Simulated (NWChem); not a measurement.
Species: CH4O2Si, singlet; SMILES CO[Si]O

```xyz
8

Si    -0.6318    -0.6332     0.0576
O      0.4910    -1.8571     0.0099
H      1.4145    -1.5743    -0.0420
O      0.4254     0.6701    -0.0114
C      0.0639     2.0245    -0.0058
H      0.5217     2.5347     0.8575
H      0.4280     2.5171    -0.9222
H     -1.0308     2.1725     0.0504
```
Atoms are numbered in this order, from 1.

All runs: NWChem. Pople sets run with spherical d functions. Low-valent species are run as closed-shell singlets; no triplet was tried in these runs. All runs use the structure optimised with PBE0/def2-SVP. Core excitations by TDA in a window of 1s orbitals, non-relativistic and unshifted: absolute energies depend strongly on the exact-exchange share.

For level C K edge, PBE0/6-311G**:

* **first 1s excitation (eV)**: 277.2
* **dipole oscillator strength of the first**: 0.0001
* **first state with f > 0.002 (eV)**: 278.8
* **dipole oscillator strength of that state**: 0.0077

Estimate the same quantities for level C K edge, BHandHLYP/6-311G**.


| Property | Result |
|---|---|
| first 1s excitation (eV) | 286.7 |
| dipole oscillator strength of the first | 0.0013 |
| first state with f > 0.002 (eV) | 287.1 |
| dipole oscillator strength of that state | 0.0284 |
